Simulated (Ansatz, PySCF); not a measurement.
sulfuric acid (H₂O₄S), SMILES OS(O)(=O)=O. Atoms are numbered in the order given.

```xyz
7

O     -0.6866    -1.0555     0.8622
S      0.0000     0.0000    -0.1690
O      1.1043    -0.6556    -0.8358
O     -1.1043     0.6556    -0.8358
O      0.6866     1.0555     0.8622
H      0.0031    -1.6878     1.1411
H     -0.0031     1.6878     1.1411
```

Geometry: TPSSh-D3(BJ)/def2-SVP. Other conformers were not sampled.

Vertical ionisation energy (IE) and electron affinity (EA) in eV. Rows of orbital energies are one-electron estimates. Where ΔSCF, EOM or ADC give a negative EA the extra electron is unbound and the value depends on the basis.

```csv
level,IE,EA
"−ε(HOMO), −ε(LUMO), CAM-B3LYP/def2-TZVP (PySCF)",11.21,-0.67
"−ε(HOMO), −ε(LUMO), PBE/def2-TZVP (PySCF)",7.99,1.13
"ΔSCF, CAM-B3LYP/def2-SVPD (Ansatz), final states of multiplicity 2 and 2",12.51,-0.60
"ΔSCF, PBE/def2-SVPD (Ansatz), final states of multiplicity 2 and 2",11.67,-0.40
```

Problem. What vertical singlet–triplet gap does ΔSCF give with CAM-B3LYP/def2-SVPD (Ansatz, a program for electronic structure) and with PBE/def2-SVPD (Ansatz)? (The exact figures need the calculation; the answer reports its results.)

Solution. 7.73 and 6.64 eV (triplet above singlet where positive).
